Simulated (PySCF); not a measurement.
C₃, SMILES [C]=C=[C] (connectivity only; charge and spin as stated), neutral, multiplicity 1.

Coordinates come from a PBE0-D3(BJ)/def2-TZVP optimisation. The isomer is the one that the SMILES or the coordinates give; other isomers of the formula were not compared.

All values below come from PBE0-D3(BJ)/def2-TZVP run with PySCF 2.14.0.

No scaling factor is applied to the harmonic values.

Modes within 1.5 cm⁻¹ of each other (mostly degenerate sets) share a row, with their intensities summed.

Computed normal modes with their intensities:
```
mode  ν (cm⁻¹)  IR (km/mol)  moving atoms (share of kinetic energy)
----  --------  -----------  --------------------------------------
1–2         83         31.9                                 C 100 %
3         1249          0.0                                 C 100 %
4         2157        914.6                                 C 100 %
```
